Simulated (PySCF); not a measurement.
Ne²⁺: ionisation energy

Ne²⁺ [He] 2s2 2p4 (3P) → Ne³⁺ [He] 2s2 2p3 (4S), as a difference of total energies. All numbers are calculated (PySCF 2.14, the spin-free X2C one-electron Hamiltonian (Gaussian nucleus), in x2c-QZVPPall (7s4p3d2f1g, 57 functions)). Correlated levels: valence and next inner shell: nothing frozen. The calculations carry no spin-orbit coupling.

| method | ionisation energy (eV) |
| --- | --- |
| UHF | 61.832 |
| MP2 (valence and next inner shell) | 63.167 |
| SCS-MP2 (valence and next inner shell) | 63.283 |
| CCSD (valence and next inner shell) | 63.202 |
| CCSD(T) (valence and next inner shell) | 63.221 |

A first-order spin-orbit estimate (lowest level to lowest level, LS coupling) adds 0.038 eV.

Errors of the correlated levels include the incompleteness of this basis.

Q: Which method comes closest to the reference value, and which is furthest?

A: The reference is 63.423 eV (measured; NIST Atomic Spectra Database, ionization energies). Closest: SCS-MP2 (valence and next inner shell) (error -0.101 eV); furthest: UHF (error -1.553 eV), both after the spin-orbit estimate.
